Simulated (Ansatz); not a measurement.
Mulliken charges of `ClC1C[SiH2]1` from ωB97M-V/def2-TZVPP in Ansatz (PBE0-D4/def2-TZVP geometry).

```
atom   x (Å)   y (Å)   z (Å)  charge (e)
 Cl1  -0.610  -0.417  -2.254      -0.112
  C2  -0.443   0.373  -0.690      -0.142
  C3   0.930   0.305  -0.014      -0.308
 Si4  -0.418  -0.575   0.904       0.228
  H5  -0.900   1.357  -0.714       0.120
  H6   1.659  -0.322  -0.518       0.119
  H7   1.346   1.249   0.324       0.111
  H8  -0.453  -2.048   0.839      -0.001
  H9  -1.024   0.032   2.107      -0.015
```

**Question.** By hand: the dipole of these point charges (1 e Å = 4.8032 D).

**Answer.** Σ q r = (0.004, 0.033, 0.417) e Å, of length 0.418 e Å = 2.01 D.

**Question.** How does the dipole of the full density compare? (Best estimate.)

**Answer.** The calculation gave: (0.068, 0.110, 0.402) e Å, 2.03 D; the point charges give 0.99 times that, at 14° from its direction.

Point charges leave out the atoms' own dipoles, such as those of lone pairs, and Mulliken's split depends on the basis, so the close match here is no proof of good charges.
